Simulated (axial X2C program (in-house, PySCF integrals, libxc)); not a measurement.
Potential curves of SnO, without spin–orbit coupling

All values were computed with an in-house relativistic program for diatomic molecules. Spin-free means the one-electron spin-free X2C Hamiltonian. Basis: Sn dyall-cv3z [11s12p9d4f1g], O dyall-av3z [7s6p3d2f] (cores contracted in-house); Gaussian nuclei, density fitting, unrestricted open shells. Masses: Sn 119.902 u, O 15.995 u.

State: M_S = 0, Λ = 0 (closed shell). Energies in eV from the fragments at the same level (Sn + O). Fits are polynomials in 1 − R0/R over 0.85 to 1.23 times the lowest point R0.

```csv
R (Å),HF,TPSSh
1.5860,-0.3647,-3.7707
1.6589,-1.2653,-4.7644
1.7136,-1.6144,-5.1981
1.7683,-1.7542,-5.4320
1.8230,-1.7341,-5.5130
1.8868,-1.5598,-5.4629
1.9506,-1.2682,-5.2993
2.0326,-0.7788,-4.9759
2.1329,-0.0802,-4.4750
2.2788,,-3.6551
2.4793,,-2.5204
2.7345,,-1.2297
```

Occupations by symmetry block were frozen at the best pattern of an incomplete PBE0 search. The closed shell is kept restricted, so the energy runs too high when the bond is stretched far. Dissociation energies refer to the lowest single-determinant-based atoms at the same level and basis. The stretched end of a curve changes character and is left out. Spin-free De lacks the spin–orbit lowering of the heavy p-block atom, a tenth of an eV or more for 4p and 5p, up to an eV for 6p and one to two eV for 7p atoms, less what an open-shell molecule gains itself.

Problem. What are Re, ωe and De at the HF level?

Solution. At HF, spin-free: Re = 1.787 Å, ωe ≈ 965 cm⁻¹, De = 1.76 eV to Sn + O; Be follows as 0.374 cm⁻¹.

Problem. Fit the TPSSh curve near its minimum: give the equilibrium distance, the harmonic wavenumber and the well depth.

Solution. At TPSSh, spin-free: Re = 1.831 Å, ωe ≈ 844 cm⁻¹, De = 5.51 eV to Sn + O; Be follows as 0.356 cm⁻¹.
